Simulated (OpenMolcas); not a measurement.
**Cr2+: moving the ligands**

Cr2+ with its 8 nearest fluoride ions at 2.284 Å, on the Ca site of CaF2 (a = 5.46294 Å, distance in the model lattice 2.366 Å). The rest of the host is ab initio model potentials to 7.6 Å and point charges beyond; the distance is set by hand and nothing relaxes. Ligand basis ANO-RCC-VDZP.

```json
{
  "Program": "OpenMolcas",
  "Method": "CASSCF",
  "Basis": "ANO-RCC-VTZP [6s5p3d2f1g]",
  "Scalar Hamiltonian": "DKH2, point nucleus",
  "Active space": "4 electrons in 5 orbitals (3d)",
  "State averaging": "2S+1 = 5 even, 5 roots; 2S+1 = 3 even, 45 roots; 2S+1 = 1 even, 50 roots",
  "Spin-orbit coupling": "RASSI with atomic mean-field integrals over the reference wave functions"
}
```

Runs around this geometry, states (labels of O, the rotations of Oh). Energies in cm-1 above the lowest state or level, χT in cm3 K/mol; under a threefold ground state the first gap can be a small split of the lowest multiplet, not the spin-orbit step.

```json
{"R (Å)": "2.24", "Ground state": "5T2", "First state of that spin": "5E 4968", "First gap with spin-orbit (degeneracies)": "12.4 (1, 3)", "χT at 300 K": "2.635", "First state of another spin": "3T1 15995"}
{"R (Å)": "2.284", "Ground state": "5T2", "First state of that spin": "5E 4427", "First gap with spin-orbit (degeneracies)": "13.3 (1, 3)", "χT at 300 K": "2.630", "First state of another spin": "2S+1 = 3: 16490"}
{"R (Å)": "2.366", "Ground state": "5T2", "First state of that spin": "5E 3603", "First gap with spin-orbit (degeneracies)": "15.1 (1, 3)", "χT at 300 K": "2.617", "First state of another spin": "3T1 17233"}
```

Taking the first state of the same spin as R^-n, n = -ln(3603 / 4968) / ln(2.366 / 2.24) = 5.9 between the shortest and longest distance.

An orbital triplet at a regular site is open to Jahn-Teller coupling, which can distort the site and quench the lowest spin-orbit gaps and is left out. Without dynamic correlation the repulsion within the d shell is too large (B by tens of per cent), so at a given field states of lower spin stand too high. Ligand-to-metal charge-transfer states are missing. With no ligand orbital active B as a rule stays too high, so bands that hang on it stand too high and its fall with covalency is understated. With metal d orbitals alone and no dynamic correlation 10Dq can be off by a tenth to a fifth, either way, in oxide and fluoride hosts. A group larger than the point group allows holds several states that coincide in this model. No measured value stands beside these numbers; the geometry was set by hand and not optimised.

A state without a sure symmetry label is named by its multiplicity alone.
